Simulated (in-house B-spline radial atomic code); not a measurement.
## RPA and G0W0 on TPSS: the zinc ion Zn²⁺

Configuration [Ar] 3d10, mean-field start TPSS. Computed with a B-spline radial code for spherical atoms: all electrons, non-relativistic, point nucleus, each spin shell either full or empty, empty states to l = 9 with an (l + 1/2)⁻⁴ tail; G0W0 by contour deformation at full frequency.

Command:
```bash
python run_gw.py task.json out
```
Settings (radii: box in bohr, nucleus in fm):
```
Z                        30
electrons                28
configuration            [Ar] 3d10
hamiltonian              nr
method                   tpss,tpss
lmax                     9
spin_polarised           False
box_radius               17.55
intervals                52
```

Run time, properties included: 2 s on 1 thread of Arm Neoverse N1, with other jobs on the host.

Energies (hartree):

```tsv
term	value
mean-field total	-1778.45121
Hartree-Fock functional on these orbitals	-1776.93690
direct second order	-2.623
second-order exchange	0.74271
SOSEX correction	0.66067
```

Q: What is the RPA correlation energy, and what remains with SOSEX?

A: RPA gives -2.1365 hartree (-2.08 eV per electron); RPA + SOSEX gives -1.4758, and the second-order doubles -1.8803 hartree (no singles). SOSEX takes back 31 % of the RPA value.

Quasi-particle levels (eV):

```json
{"level": "3d", "occupied": "yes", "mean field": "-30.92", "Σx - vxc": "-12.29", "Σc": "?", "QP weight": "?", "G0W0": "?"}
{"level": "4s", "occupied": "no", "mean field": "-22.140", "Σx - vxc": "5.78", "Σc": "-1.53", "QP weight": "0.970", "G0W0": "-17.891"}
```

G0W0 = mean field + (Σx - vxc) + Σc, with Σc (partial-wave tail included) taken at the quasi-particle energy. Only the outer levels were computed. Levels of low weight are left out.

Q: Where does G0W0 put 3d?

A: At -39.95 eV, with Σc = 3.26 eV and a quasi-particle weight of 0.836. The tabulated removal energy is 39.723 eV (NIST, measured); the calculation leaves out relativity, Breit and QED terms, and what these don't explain is the method's own error.
